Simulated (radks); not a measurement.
The nuclear charge of neutral magnesium is varied continuously with 12 electrons held in [Ne] 3s2. All-electron calculation, non-relativistic Kohn-Sham, r2SCAN, spin-unpolarised, spherical densities, point nucleus; meta-GGA in the generalised Kohn-Sham scheme. Program: a radial shooting solver on a logarithmic mesh with Libxc functionals. By the Hellmann-Feynman theorem dE/dZ = E(electron-nucleus)/Z, the electronic potential at the nucleus.

Z	E (hartree)	E(electron-nucleus)/Z (hartree)	HOMO	e(HOMO) (eV)	<r> HOMO (bohr)
11.8	-192.14410	-39.0714	3s	-3.271	3.436
11.9	-196.07273	-39.5011	3s	-4.019	3.302
12	-200.04431	-39.9303	3s	-4.811	3.182
12.1	-204.05877	-40.3589	3s	-5.646	3.073
12.2	-208.11606	-40.7870	3s	-6.523	2.973
12.3	-212.21616	-41.2147	3s	-7.441	2.882
12.4	-216.35900	-41.6421	3s	-8.398	2.797
12.5	-220.54457	-42.0692	3s	-9.394	2.719
12.6	-224.77283	-42.4959	3s	-10.429	2.646
12.7	-229.04375	-42.9224	3s	-11.500	2.578
12.8	-233.35730	-43.3487	3s	-12.609	2.514
12.9	-237.71347	-43.7747	3s	-13.755	2.455
13	-242.11223	-44.2005	3s	-14.936	2.398

The central difference of E at Z = 12 is -39.930 hartree, to compare with the third column; the second derivative is -4.29 hartree.
